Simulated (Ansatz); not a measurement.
The first iterations of a band of CH6SSeSi (10 atoms, charge 0, multiplicity 1).

Method: RKS B3LYP-D4/def2-SVP in Ansatz 0.2.0.

* movable images: 9
* climbing image: yes
* spring: 2.0 to 10.0 eV/Å², energy-weighted
* optimiser: quadratic models (default)
* start path: through a guess of the saddle point
* force threshold: 0.05 eV/Å
* iteration limit: 46
* end points: relaxed

First end point:

```xyz
10
Properties=species:S:1:pos:R:3
C -1.232 1.158 -0.584
Se -0.507 0.869 1.233
Si 0.541 -1.115 0.803
S 1.919 -0.989 -0.860
H -0.435 1.018 -1.325
H -1.596 2.194 -0.614
H -2.063 0.467 -0.778
H -0.399 -2.188 0.375
H 1.208 -1.485 2.082
H 2.648 0.021 -0.329
```

Last end point:

```xyz
10
Properties=species:S:1:pos:R:3
C -1.234 0.895 -0.634
Se -0.482 0.368 1.103
Si 0.785 -1.778 0.122
S 2.223 -0.439 -0.933
H -0.360 1.146 -1.250
H -1.887 1.767 -0.506
H -1.770 0.045 -1.073
H -1.735 -0.221 1.629
H 1.533 -1.809 1.456
H 3.010 -0.025 0.089
```

| iteration | highest image above the first end (eV) | largest band force component (eV/Å) |
| --- | --- | --- |
| 1 | 4.003 | 6.059 |
| 2 | 3.095 | 2.643 |
| 3 | 2.578 | 1.345 |
| 4 | 2.437 | 0.764 |

**Question.** Does the band converge within its limit, and where does its top end?

**Answer.** The forces met the threshold. It ended after 13 iterations with the highest image 2.318 eV above the first end. Neighbouring images differ by up to 1.7 eV, so the band resolves the path poorly. Another band between the same ends (9 images) ends at a top of the same energy, where a vibrational analysis finds 1 clearly imaginary mode. The orbitals stay closed-shell, which can raise the energy where a bond breaks towards radicals; this wasn't checked here.

Run time: 5.6 min on 2 threads of Intel(R) Xeon(R) Platinum 8488C (Sapphire Rapids) (shared host), peak memory 0.3 GiB.
